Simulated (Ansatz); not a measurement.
Compare A (`CBO[SiH](O)F`) with its isomer B (`COB(F)O[SiH3]`).

Calculated with Ansatz (gas phase, PBE0-D4/def2-TZVP geometries, no zero-point term in ΔE). CCSD(T)/CBS is the MP2 limit (def2-TZVPP, def2-QZVPP) plus CCSD(T) − MP2 in def2-TZVPP, frozen cores. Functionals use def2-TZVPP. B3LYP here is the variant with VWN-RPA as its local correlation; programs differ in this. Each species was taken in one conformer, which may not be the lowest.

A:

```xyz
12

C    -0.023   -0.325    2.251
B     0.024    0.452    0.903
O    -0.126   -0.203   -0.280
Si   -0.154    0.293   -1.838
O     0.820   -0.633   -2.741
F    -1.663    0.143   -2.311
H     0.904   -0.159    2.812
H    -0.180   -1.399    2.136
H    -0.817    0.083    2.887
H     0.196    1.646    0.874
H     0.266    1.689   -2.003
H     0.752   -1.588   -2.688
```

B:

```xyz
12

C     2.144   -0.562    0.085
O     0.809   -0.118   -0.060
B    -0.219   -0.629    0.653
F    -0.022   -1.599    1.548
O    -1.475   -0.163    0.472
Si   -2.043    1.014   -0.542
H     2.226   -1.361    0.824
H     2.765    0.281    0.394
H     2.500   -0.926   -0.881
H    -1.405    2.316   -0.229
H    -3.503    1.097   -0.309
H    -1.776    0.650   -1.955
```

(1) Which is lower in electronic energy at CCSD(T)/CBS, and by how much? (Estimate.)

(2) Give E(B) − E(A) in kcal/mol with B3LYP, B2PLYP, CCSD(T)/def2-TZVPP, PBE0-D4, r2SCAN-D4, B3LYP-D4, CCSD/def2-TZVPP. (Best estimate.)

Largest T1 diagnostic: 0.012.

## Answers

(1) Ansatz gave: A, by 24.4 kcal/mol.

(2) Ansatz gave: B3LYP 21.1, B2PLYP 22.5, CCSD(T)/def2-TZVPP 22.2, PBE0-D4 21.2, r2SCAN-D4 22.6, B3LYP-D4 21.0, CCSD/def2-TZVPP 22.2. None reverses the order clearly.

In def2-TZVPP, CCSD(T) changes the Hartree–Fock value by +2.5 kcal/mol (the triples alone add +0.0 kcal/mol) and MP2 by +5.1 kcal/mol.
